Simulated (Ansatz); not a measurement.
iminoborane (SMILES B=N) moved off its minimum; all values from Ansatz (an electronic-structure program), cores frozen in correlated methods.
(charge 0, multiplicity 1)
```xyz
4

B      0.0150     0.1434    -0.7171
N     -0.0502    -0.0421     0.4426
H     -0.0246     0.1066    -1.8117
H      0.2164    -0.0173     1.4612
```

```
level                largest force (eV/Å)  on atom  rms difference from CCSD(T)/aug-cc-pVTZ (eV/Å)  dipole (D)
-------------------  --------------------  -------  ----------------------------------------------  ----------
HF/def2-TZVPP                        8.68       N2                                           0.750        0.70
PBE/def2-TZVPP                       9.28       N2                                           0.229        0.61
r2SCAN/def2-TZVPP                    9.06       N2                                           0.334        0.59
B3LYP/def2-TZVPP                     8.84       N2                                           0.412        0.60
wB97M-V/def2-TZVPP                   8.88       N2                                           0.401        0.60
MP2/aug-cc-pVTZ                      9.99       N2                                           0.063        0.57
CCSD(T)/aug-cc-pVTZ                  9.87       N2                                           0.000        0.57
```

The differences count from one level among others, with limits of its own. Forces at CCSD(T)/aug-cc-pVTZ (eV/Å):

```csv
atom,Fx,Fy,Fz
B1,0.109,0.552,-5.025
N2,0.822,-0.612,9.816
H3,-0.018,0.236,-2.436
H4,-0.914,-0.176,-2.356
```
